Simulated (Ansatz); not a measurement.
Relaxation of BFH₅NO₂ (10 atoms, charge 0, multiplicity 1), to a largest force component of 0.03 eV/Å in at most 50 steps.

These are results of RHF/6-31G* (Ansatz 0.2.0), not measurements.

```xyz
10
Properties=species:S:1:pos:R:3
B -0.043 0.451 -0.473
N -0.072 0.048 2.248
H -0.776 -0.194 2.920
H 0.819 0.033 2.711
O 1.168 -0.097 -0.732
H 1.154 -0.988 -1.042
O -1.251 -0.119 -0.701
H -1.264 -1.057 -0.804
F -0.048 1.707 -0.053
H -0.242 1.017 1.954
```

Question: Where does it end, and by what steps?

Answer: It converged. After 7 steps the energy has fallen by 0.063 eV; H10 moved furthest, 0.29 Å.

```json
{"step": "0", "energy less start (eV)": "0.0000", "largest force component (eV/Å)": "1.086", "accepted": "yes"}
{"step": "1", "energy less start (eV)": "-0.0463", "largest force component (eV/Å)": "0.629", "accepted": "yes"}
{"step": "2", "energy less start (eV)": "-0.0483", "largest force component (eV/Å)": "0.808", "accepted": "yes"}
{"step": "3", "energy less start (eV)": "-0.0577", "largest force component (eV/Å)": "0.395", "accepted": "yes"}
{"step": "4", "energy less start (eV)": "-0.0602", "largest force component (eV/Å)": "0.098", "accepted": "yes"}
{"step": "5", "energy less start (eV)": "-0.0615", "largest force component (eV/Å)": "0.098", "accepted": "yes"}
{"step": "6", "energy less start (eV)": "-0.0621", "largest force component (eV/Å)": "0.067", "accepted": "yes"}
{"step": "7", "energy less start (eV)": "-0.0632", "largest force component (eV/Å)": "0.020", "accepted": "yes"}
```

```xyz
10
Properties=species:S:1:pos:R:3
B -0.063 0.478 -0.527
N -0.063 0.102 2.228
H -0.732 -0.324 2.843
H 0.845 -0.030 2.631
O 1.150 -0.099 -0.705
H 1.141 -1.032 -0.850
O -1.267 -0.109 -0.730
H -1.253 -1.049 -0.818
F -0.068 1.776 -0.275
H -0.246 1.088 2.230
```

Whether the end is a true minimum wasn't checked by a vibrational analysis.

Time of the run: 21 s on 1 thread of Intel(R) Xeon(R) Platinum 8259CL CPU @ 2.50GHz (Skylake/Cascade Lake), on a shared host, peak memory 0.17 GiB.
